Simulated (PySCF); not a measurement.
Species: CH2BI2, net charge 0, doublet state. It need not be the lowest isomer of its formula. SMILES: [CH2]B(I)I
Coordinates optimised at B3LYP-D3(BJ)/def2-TZVP (Ansatz):
```
B
C 1 1.4999
H 2 1.0842 1 122.27
H 2 1.0842 3 115.46 1 180.00
I 1 2.1411 2 119.91 3 0.00
I 1 2.1411 2 119.91 3 180.00
```
Charge 0, spin multiplicity 2.

Dispersion corrections to the total energy (kcal/mol) from the dftd3 and dftd4 libraries through PySCF: D3(BJ) without and D4 with the three-body term, each with the damping fitted for the functional named.

```json
[
 {"functional": "HF", "D3(BJ)": "-29.78", "D4": "[?]"},
 {"functional": "PBE", "D3(BJ)": "-4.24", "D4": "-4.58"},
 {"functional": "B2GP-PLYP", "D3(BJ)": "-5.00", "D4": "-1.99"},
 {"functional": "revPBE", "D3(BJ)": "-9.79", "D4": "-11.10"},
 {"functional": "PBE0", "D3(BJ)": "-4.06", "D4": "[?]"},
 {"functional": "HSE06", "D3(BJ)": "-3.69", "D4": "-3.76"},
 {"functional": "B3LYP", "D3(BJ)": "-8.53", "D4": "[?]"}
]
```

Task: Some entries are withheld; supply them.

Result: 
- HF, D4: -14.13
- PBE0, D4: -3.93
- B3LYP, D4: -7.63
